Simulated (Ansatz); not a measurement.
```xyz
7

O     0.424    0.605    1.290
P     0.709   -0.481    0.110
O     0.869    0.675   -1.023
Se   -1.407   -1.313   -0.280
H     0.125    0.168    2.094
H     1.282    0.317   -1.815
H    -2.003    0.028   -0.374
```

Charge 0, multiplicity 1.

Q: List the B3LYP/def2-TZVPP orbital energies in eV (Ansatz 0.2.0). (An estimate is asked.)

A: Computed: Occupied: -12350.85, -2099.22, -1580.20, -1418.36, -1418.33, -1418.29, -521.46, -521.39, -212.51, -180.12, -156.58, -156.47, -156.33, -130.11, -130.10, -129.97, -57.36, -57.33, -57.21, -57.12, -57.10, -29.22, -28.10, -19.46, -17.45, -14.01, -13.74, -11.75, -11.29, -10.71, -9.89, -9.06, -6.80, -6.66. Lowest empty: -0.40, -0.37, -0.07, 0.50, 1.69, 2.04, 4.65, 5.00.

B3LYP here is the variant with VWN-RPA as its local correlation; programs differ in this.
